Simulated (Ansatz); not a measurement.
`O=C=N[Si](F)(F)F` + CH₃SH → `CS[Si](F)(F)F` + `N=C=O`  (ligand exchange at the Si–N bond)

Isolated molecules relaxed with PBE0-D4/def2-TZVP in Ansatz; ΔE leaves out vibrations. CCSD(T)/CBS adds triple-zeta CCSD(T) − MP2 to the extrapolated MP2 energy (def2 sets, frozen cores). This one scheme is used for every species. Functionals use def2-TZVPP. B3LYP here is the variant with VWN-RPA as its local correlation; programs differ in this. Each species was taken in one conformer, which may not be the lowest.

`O=C=N[Si](F)(F)F`:

```xyz
7

O    -1.931    2.126    0.959
C    -1.189    1.327    0.572
N    -0.421    0.507    0.164
Si    0.627   -0.694   -0.307
F     1.368   -0.281   -1.622
F    -0.151   -2.028   -0.572
F     1.697   -0.957    0.806
```

CH₃SH:

Z-matrix (Å, degrees):
```
C
S 1 1.806
H 1 1.089 2 111.5
H 1 1.089 2 111.5 3 -123.8
H 1 1.090 2 106.2 3 118.1
H 2 1.342 1 97.1 3 61.9
```

`CS[Si](F)(F)F`:

Z-matrix (Å, degrees):
```
C
S 1 1.824
H 1 1.089 2 111.0
H 1 1.088 2 111.0 3 -123.5
H 1 1.089 2 105.8 3 118.3
Si 2 2.080 1 98.2 3 61.9
F 6 1.572 2 109.0 1 179.9
F 6 1.577 2 112.8 1 -59.7
F 6 1.578 2 112.8 1 59.5
```

`N=C=O`:

Cartesian coordinates in Å:
```
N 0.034 -0.761 0.077
C 0.120 0.439 0.186
O 0.274 1.568 0.410
H -0.427 -1.246 -0.672
```

Question: Is it downhill or uphill in electronic energy at CCSD(T)/CBS, and by how much? (Estimate.)

Answer: The calculation gave: Uphill: ΔE = +40.6 kJ/mol.

Question: What do these levels give: PBE-D4, BLYP-D4, B97M-V, ωB97X-V, ωB97M-V, B3LYP, r2SCAN0, LC-ωPBE, MP2/def2-SVP, CCSD(T)/def2-SVP, HF/def2-QZVPP, MP2/def2-QZVPP? (Estimate.)

Answer: Computed: PBE-D4 24.7, BLYP-D4 33.0, B97M-V 40.5, ωB97X-V 38.6, ωB97M-V 38.7, B3LYP 45.6, r2SCAN0 42.5, LC-ωPBE 40.2, MP2/def2-SVP 47.9, CCSD(T)/def2-SVP 47.7, HF/def2-QZVPP 70.1, MP2/def2-QZVPP 41.4 kJ/mol.

Largest T1 diagnostic among the species: 0.018.

From r2SCAN to r2SCAN0 (25 % exact exchange), in def2-TZVPP and without D4, ΔE moves by +6.2 kJ/mol. At CCSD(T), def2-SVP lies +7.0 kJ/mol from the extrapolated value and def2-TZVPP +3.5 kJ/mol.
